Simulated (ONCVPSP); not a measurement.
**Se: excitation energies, all-electron against ONCV**

ONCVPSP 4.0.1 input, shortened (lines: element, Z, core and valence counts, functional; n l f; lmax; l rc ep ncon nbas qcut; lloc lpopt rc5 dvloc0; l nproj debl; icmod fcfact rcfact), PBE, fully relativistic:

```
  Se 34.00    6    2        4      upf
    1    0    2.00
    2    0    2.00
    2    1    6.00
    3    0    2.00
    3    1    6.00
    3    2   10.00
    4    0    2.00
    4    1    3.50
    2
    0    1.65    0.00    3    8    3.90
    1    1.25    0.00    4    7    6.10
    2    1.60    0.43    4    7    6.20
    4    3    1.00    2.00
    0    2    3.40
    1    2    2.10
    2    1    2.60
    3    3.50    1.50
```

Open shells are filled in proportion to 2j + 1.

Energies are relative to the spin-unpolarised reference configuration 4s2 4p3.5; without spin polarisation the order of configurations can differ from experiment.

| valence configuration | charge | ΔE all-electron (eV) | error AE − PS (meV) |
| --- | --- | --- | --- |
| 4s2 4p4 | 0 | -4.312 | -1.1 |
| 4s2 4p3 | +1 | 6.538 | -1.8 |
| 4s2 4p2 | +2 | 26.891 | -31 |

(1) What are ΔE and the potential's error for 4s1 4p4?

Levels in the configuration 4s2 4p3:

```
   level  all-electron (eV)  pseudo (eV)
4s j=1/2            -26.853      -26.863
4p j=3/2            -15.261      -15.270
4p j=1/2            -15.704      -15.712
```

Note: ghosts flagged at negative energy: p3/2 at -130.0 eV, p1/2 at -131.4 eV; GHOST(+) flagged for s at 111.5 eV. A true bound ghost makes a file unfit for plane-wave use.

Results:

(1) ΔE = 18.067 eV all-electron; the error (AE − PS) is -19 meV.
